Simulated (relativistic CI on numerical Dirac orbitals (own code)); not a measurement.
**Electric-dipole transitions in Si V**

Computed by Dirac-Coulomb-Breit CI, orbitals from a KLI potential per configuration, model QED, valence Slater integrals scaled by 0.85, P86 correlation energy added to each configuration (own radial code, finite nucleus).

CI space (outside the closed core 1s2): 2s²2p⁶, 2s²2p⁵3s, 2s²2p⁵3p, 2s²2p⁵3d, 2s²2p⁵4s, 2s²2p⁵4p, 2s²2p⁵4d, 2s²2p⁵4f, 2s2p⁶3s, 2s²2p⁵5s, 2s²2p⁵5p, 2s²2p⁵5d, 2s²2p⁵5f, 2s²2p⁵5g, 2s²2p⁴3s², 2s2p⁶3p, 2s²2p⁴3s3p, 2s2p⁶3d, 2s²2p⁴3p², 2s²2p⁴3s3d, 2s²2p⁴3p3d, 2s2p⁶4s, 2s2p⁶4p, 2s2p⁶4d, 2s2p⁶4f. Levels of other configurations are missing.

```
λ vac (nm)               Lower                Upper   A (s⁻¹)  E lower (cm⁻¹)  E upper (cm⁻¹)
    8.5225      2s²2p⁶ ¹S0 [1]   2s²2p⁵4d ¹P°1 [61]  1.75e+11               0         1173369
    9.6484      2s²2p⁶ ¹S0 [1]   2s²2p⁵3d ¹P°1 [27]  2.86e+11               0         1036440
    65.054  2s²2p⁵3d ³P°2 [18]    2s²2p⁵4f ³D3 [57]  6.39e+09         1018969         1172689
    65.824  2s²2p⁵3d ³F°4 [19]    2s²2p⁵4f ³G5 [55]  9.99e+09         1020607         1172527
    66.242  2s²2p⁵3d ³F°3 [20]    2s²2p⁵4f ¹G4 [56]  8.34e+09         1021580         1172542
    66.791  2s²2p⁵3d ³F°2 [21]    2s²2p⁵4f ¹F3 [59]  6.37e+09         1023335         1173057
    66.830  2s²2p⁵3d ¹D°2 [24]    2s²2p⁵4f ³G3 [63]  7.32e+09         1028153         1177786
    67.031  2s²2p⁵3d ³D°3 [25]    2s²2p⁵4f ³G4 [65]  8.56e+09         1028616         1177801
    67.249  2s²2p⁵3d ³D°2 [26]    2s²2p⁵4f ³D3 [62]  7.66e+09         1029044         1177746
    67.333  2s²2p⁵3d ¹F°3 [22]    2s²2p⁵4f ³F4 [60]  7.19e+09         1024548         1173064
    89.948    2s²2p⁵3p ³S1 [6]   2s²2p⁵3d ³P°2 [18]  1.62e+09          907794         1018969
    96.874   2s²2p⁵3p ¹P1 [11]   2s²2p⁵3d ¹D°2 [24]  2.29e+09          924925         1028153
    96.996    2s²2p⁵3p ³D2 [8]   2s²2p⁵3d ³F°3 [20]  2.43e+09          918483         1021580
    97.053    2s²2p⁵3p ³D3 [7]   2s²2p⁵3d ³F°4 [19]  2.83e+09          917571         1020607
    97.120    2s²2p⁵3p ³D1 [9]   2s²2p⁵3d ³F°2 [21]  1.99e+09          920370         1023335
    97.668   2s²2p⁵3p ³P2 [12]   2s²2p⁵3d ³D°3 [25]  2.61e+09          926229         1028616
    98.146   2s²2p⁵3p ³P1 [14]   2s²2p⁵3d ³D°2 [26]  2.07e+09          927154         1029044
    98.525   2s²2p⁵3p ³P2 [10]   2s²2p⁵3d ¹F°3 [22]  2.29e+09          923051         1024548
    116.39   2s²2p⁵3s ³P°2 [2]    2s²2p⁵3p ³P2 [10]  5.66e+08          837132          923051
    124.32   2s²2p⁵3s ³P°2 [2]     2s²2p⁵3p ³D3 [7]  9.98e+08          837132          917571
    126.15   2s²2p⁵3s ¹P°1 [5]    2s²2p⁵3p ³P2 [12]  6.46e+08          846956          926229
    126.79   2s²2p⁵3s ³P°1 [3]     2s²2p⁵3p ³D2 [8]  5.72e+08          839614          918483
    139.03  2s²2p⁵4d ³F°4 [45]    2s²2p⁵5f ³G5 [93]  1.71e+09         1162451         1234376
    140.23  2s²2p⁵4d ³F°3 [46]    2s²2p⁵5f ¹G4 [94]  1.50e+09         1163079         1234389
    141.15  2s²2p⁵4d ¹F°3 [52]   2s²2p⁵5f ³G4 [111]  1.72e+09         1168698         1239543
    142.43  2s²2p⁵4d ³D°3 [48]   2s²2p⁵5f ³F4 [106]  1.44e+09         1164452         1234663
    160.41   2s²2p⁵4f ³D1 [53]   2s²2p⁵5g ³F°2 [95]  2.06e+09         1172112         1234452
    160.58   2s²2p⁵4f ³D2 [54]   2s²2p⁵5g ³F°3 [96]  2.22e+09         1172179         1234454
    161.33   2s²2p⁵4f ³G5 [55]   2s²2p⁵5g ³H°6 [99]  2.67e+09         1172527         1234513
    161.37   2s²2p⁵4f ¹G4 [56]   2s²2p⁵5g ¹H°5 [98]  2.62e+09         1172542         1234512
    161.55   2s²2p⁵4f ³D3 [57]  2s²2p⁵5g ³F°4 [102]  2.27e+09         1172689         1234590
    161.64   2s²2p⁵4f ³D3 [62]  2s²2p⁵5g ³F°4 [113]  2.54e+09         1177746         1239611
    161.72   2s²2p⁵4f ³F2 [58]  2s²2p⁵5g ³G°3 [101]  2.15e+09         1172754         1234589
    161.73   2s²2p⁵4f ³G3 [63]  2s²2p⁵5g ³H°4 [114]  2.59e+09         1177786         1239617
    161.76   2s²2p⁵4f ³F2 [64]  2s²2p⁵5g ³G°3 [112]  2.43e+09         1177791         1239610
    161.77   2s²2p⁵4f ³G4 [65]  2s²2p⁵5g ³H°5 [115]  2.66e+09         1177801         1239618
    162.38   2s²2p⁵4f ¹F3 [59]  2s²2p⁵5g ¹G°4 [103]  2.36e+09         1173057         1234643
    162.39   2s²2p⁵4f ³F4 [60]  2s²2p⁵5g ³G°5 [104]  2.43e+09         1173064         1234644
    273.41   2s²2p⁵4p ¹D2 [40]   2s²2p⁵4d ¹F°3 [52]  5.30e+08         1132123         1168698
    273.42   2s²2p⁵4p ³D2 [34]   2s²2p⁵4d ³F°3 [46]  4.54e+08         1126505         1163079
    273.94   2s²2p⁵4p ³D3 [33]   2s²2p⁵4d ³F°4 [45]  5.30e+08         1125947         1162451
    274.34   2s²2p⁵4p ³P2 [36]   2s²2p⁵4d ³D°3 [48]  4.30e+08         1128001         1164452
    347.39  2s²2p⁵4s ³P°2 [28]    2s²2p⁵4p ³D3 [33]  1.91e+08         1097161         1125947
    575.58   2s²2p⁵5p ³D2 [78]   2s²2p⁵5d ¹F°3 [90]  1.57e+08         1216307         1233681
    579.28   2s²2p⁵5p ³D3 [71]   2s²2p⁵5d ³F°4 [82]  1.56e+08         1210769         1228032
```

Terms are leading LS components. Brackets give the number of a level in order of energy, since labels repeat. The list gives strong lines, with weight on those to low levels, without lines whose two gauges differ by over a factor of 2.5, among the lowest 117 of 451 levels, so that lines to higher ones, which can be the strongest, are missing. Levels whose partners in the same complex of configurations lie outside the list can be far off, and so can their lines. Rates are taken at the computed energies, electric ones in the length gauge.

At this charge configurations can still be misplaced by up to about 7 % of their energy. 28 of the 41 excited levels that our extract of the measured tables holds in this range could be paired (the sources list more); they are missed by 1127 cm⁻¹ on average and 2194 at most, and levels without a partner can miss by more.

(1) From the table, what is the radiative lifetime of 2s²2p⁵4d ¹P°1?

Answers

(1) The listed rates from this level add up to about 1.75e+11 s⁻¹, 99 % of its decay; with all channels τ = 5.65e-12 s.

LS names give the leading component of a level, which can be under half, so a name can repeat, a term be missing and a line seem to break the LS rules.
